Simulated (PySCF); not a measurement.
Zn(I)(Et), SMILES [CH2]([Zn][I])C (PBE0/def2-SVP optimised geometry):

```
9

Zn     0.634     0.454     0.000
I      3.085     0.454     0.000
C     -1.320     0.462    -0.011
C     -1.984    -0.452     1.015
H     -1.637     0.194    -1.034
H     -1.638     1.509     0.137
H     -1.711    -0.186     2.049
H     -1.710    -1.509     0.872
H     -3.085    -0.397     0.953
```

Method: PBE0/def2-TZVP, def2 effective core potentials past Kr (PySCF).

Problem. What are the frontier orbital energies and the dipole moment?

Solution. HOMO-2 -7.63 eV, HOMO-1 -7.47 eV, HOMO -7.47 eV, LUMO -0.72 eV, LUMO+1 -0.44 eV; dipole moment 2.33 D.

On the same geometry PBE/def2-TZVP, def2 effective core potentials past Kr in PySCF 2.14.0 gives HOMO-2 -6.57 eV, HOMO-1 -6.35 eV, HOMO -6.35 eV, LUMO -1.53 eV, LUMO+1 -1.16 eV; dipole moment 2.31 D.
